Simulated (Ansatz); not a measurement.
Conformers of CH$_{5}$GeO$_{2}$, SMILES `C[O][GeH][OH]` radical, each relaxed with PBE0-D4/def2-TZVP in Ansatz. CBS adds the triple-zeta coupled-cluster correction to the MP2 limit.

Outer-core shells of Ge are correlated without core-valence functions. Scalar relativity is left out up to krypton. Spin–orbit coupling is left out.

Not all of them had a frequency check.

Conformer A:

Cartesian coordinates in Å:
```
C -0.332 -1.139 -0.955
O -0.132 0.188 -0.530
Ge 0.714 0.536 1.004
O 0.498 2.287 1.195
H -0.759 -1.770 -0.164
H 0.598 -1.602 -1.303
H -1.037 -1.121 -1.789
H -0.065 -0.122 2.195
H 0.515 2.742 0.348
```

Conformer B:

Z-matrix (Å, degrees):
```
C
O 1 1.411
H 1 1.092 2 107.6
H 1 1.096 2 111.3 3 -118.4
H 1 1.094 2 112.1 3 119.5
Ge 2 1.770 1 121.5 3 -163.4
O 6 1.790 2 103.5 1 44.8
H 6 1.564 2 103.3 1 160.4
H 7 0.960 6 113.3 2 -165.1
```

Question: Which is lowest in electronic energy at CCSD(T)/CBS (frozen core, def2 sets), and by how much? (An estimate is asked.)

Answer: The calculation gave: B; A lies 0.7 kJ/mol higher. Gaps under about 2 kJ/mol don't settle the order.

Question: Give the energies relative to B (kJ/mol) with B3LYP-D4/def2-TZVPP, ωB97M-V/def2-TZVPP, B2PLYP/def2-TZVPP, PBE0/def2-TZVPP, HF/def2-TZVPP, MP2/def2-TZVPP, CCSD(T)/def2-TZVPP. (An estimate is asked.)

Answer: Computed: 
| level | A |
| --- | --- |
| B3LYP-D4/def2-TZVPP | 0.7 |
| ωB97M-V/def2-TZVPP | 0.3 |
| B2PLYP/def2-TZVPP | 0.2 |
| PBE0/def2-TZVPP | -0.2 |
| HF/def2-TZVPP | -1.4 |
| MP2/def2-TZVPP | 0.3 |
| CCSD(T)/def2-TZVPP | 0.2 |

B3LYP here is the variant with VWN-RPA as its local correlation; programs differ in this.
